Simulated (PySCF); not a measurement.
ClFH₃NOSi, SMILES Cl[Si@@](O)(N)F. Heavy atoms are numbered as in [NH2:1][Si@@:2]([OH:3])([F:4])[Cl:5]. Hydrogens are named by the atom that carries them.

Geometry optimised at PBE0-D3(BJ)/def2-SVP. The structure was generated by enumeration; whether it is a known compound was not checked. Other conformers were not sampled.

Level of theory: M06-2X/def2-TZVP (PySCF).

Atomic charges (e), one atom of each kind:

```tsv
atom	Löwdin	meta-Löwdin
N1 (NH2)	-0.24	-0.77
Si2	-0.45	1.48
O3 (OH)	?	-0.76
F4	0.00	-0.52
Cl5	?	-0.31
H on N1	?	0.25
H on O3	0.19	0.36
```

Some entries are withheld; supply them. (An estimate is asked for; the answer gives what the named calculation found.)


- O3 (OH), Löwdin: -0.09
- Cl5, Löwdin: 0.25
- H on N1, Löwdin: 0.17

Computed Mayer and Wiberg (Löwdin basis) orders of the bonds:
```json
[
 {"bond": "N1–Si2", "Mayer": "1.20", "Wiberg": "1.55"},
 {"bond": "Si2–O3", "Mayer": "1.23", "Wiberg": "1.70"},
 {"bond": "Si2–F4", "Mayer": "1.08", "Wiberg": "1.68"},
 {"bond": "Si2–Cl5", "Mayer": "1.20", "Wiberg": "1.82"}
]
```
